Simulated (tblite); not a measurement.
Compound: C8H5N3.
Atom-mapped SMILES: `[CH:1]#[C:2][c:3]1[cH:4][cH:5][cH:6][c:7]2[cH:8][n:9][n:10][n:11]12` (hydrogens: H12 on C1; H13 on C4; H14 on C5; H15 on C6; H16 on C8)

Computed with GFN2-xTB (tblite): harmonic, unscaled wavenumbers at the GFN2-xTB geometry, gas phase. This tight-binding method is rough: wavenumbers can miss measured ones by several per cent, in bad cases by 10 to 20.

Harmonic wavenumbers (cm⁻¹): 103.1, 109.6, 187.8, 230.8, 330.7, 339.4, 436.8, 492.5, 501.7, 556.2, 610.0, 661.1, 663.3, 669.6, 688.0, 712.8, 791.5, 805.1, 828.1, 876.4, 913.7, 947.0, 1050.5, 1090.0, 1110.2, 1169.4, 1188.6, 1231.2, 1284.9, 1296.5, 1341.1, 1350.9, 1421.5, 1493.2, 1531.0, 1604.9, 2251.7, 3099.9, 3112.5, 3118.3, 3194.1, 3398.7.

A = 1812, B = 1276, C = 748.6 MHz; mass 143.048 u (most abundant isotopes); point group Cs, symmetry number 1.

Q: What is the zero-point energy?

A: Half the sum of the wavenumbers: 24397 cm⁻¹ = 69.75 kcal/mol.

Q: Give the ideal-gas entropy at 400 K and 1 bar in the rigid-rotor, harmonic-oscillator model (classical rotation).

A: Translation 42.27, rotation 30.48, vibration 28.86: S = 101.6 cal/(mol K).

Q: And Cp and H(400 K) − H(0)?

A: Cp = 44.67 cal/(mol K), of which vibrations give 36.72 (their classical limit is 42 R = 83.5); H(400 K) − H(0) = 9.92 kcal/mol without the zero-point energy, 6.74 from vibrations.

Q: How do the functions run with temperature in this model?

A: 
```
 T (K)  S (cal/(mol K))  Cp (cal/(mol K))  H − H(0) (kcal/mol)  G − H(0) (kcal/mol)  ln q(vib)
    50             57.1              10.3                 0.43                -2.42       0.10
   100             65.5              14.4                 1.05                -5.50       0.62
298.15             90.0              34.8                 5.85               -20.97       3.96
373.15             98.6              42.3                 8.75               -28.04       5.48
   500            112.5              52.5                14.79               -41.44       8.20
   750            136.4              65.4                29.67               -72.64      13.61
  1000            156.4              72.9                47.04              -109.31      18.73
```

q(vib) and H(0) count from the zero-point level.

Q: Blend soft modes into free rotors: weight 1/[1 + (100 cm⁻¹/ν̃)⁴] for the oscillator and the rest for a rotor with moment μB/(μ + B), μ = h/(8π²ν), B = 10⁻⁴⁴ kg m². What vibrational entropy results?

A: 28.12 cal/(mol K) in place of 28.86, which changes −T·S at 400 K by +0.30 kcal/mol.

Hindered rotation and anharmonicity are outside this model.
